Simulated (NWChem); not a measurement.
Species: CH$_{5}$AlBrN; SMILES [Al]([CH3])([Br])[NH2]

```xyz
9

Al     0.0386     0.9583     0.0000
Br    -0.0285    -1.3318     0.0000
C     -1.6128     2.0027     0.0000
H     -1.4147     3.0809     0.0000
H     -2.2234     1.7723     0.8812
H     -2.2234     1.7723    -0.8812
N      1.6642     1.6723     0.0000
H      1.8560     2.6668     0.0000
H      2.5267     1.1416     0.0000
```
Atoms are numbered in this order, from 1.

All runs: NWChem. Medium grid unless said otherwise, to which SCAN and Minnesota functionals are sensitive. All runs use the structure optimised with B3LYP/6-31G* (spherical d). Hybrids' shares of exact exchange are those that their runs print; pure functionals count as 0. The functionals differ in more than this share.

```
row               share of exact exchange  orbital gap (eV)
----------------  -----------------------  ----------------
PBE/def2-TZVP                        0.00              5.22
B97-D/def2-TZVP                      0.00              5.32
TPSSh/def2-TZVP                      0.10              6.36
B3LYP/def2-TZVP                      0.20              6.86
MPW1K/def2-TZVP                      0.43          withheld
M06-2X/def2-TZVP                     0.54              9.39
```

Question: Fit a straight line of the last column on the one before it, predict the withheld value, and compare with the run.

Answer: 
1. Means of the 5 shown rows: x = 0.168, y = 6.630. Slope Σ(x − x̄)(y − ȳ)/Σ(x − x̄)² = 1.509/0.2005 = 7.529; intercept 5.365.
2. The shown rows scatter about the line by 0.129 (root mean square); the largest residual is +0.24, at TPSSh/def2-TZVP.
3. At x = 0.43 (MPW1K/def2-TZVP; inside the shown range) the line gives 8.60.
4. The run gives 9.00, +0.40 from the line, 3.1 times the scatter.
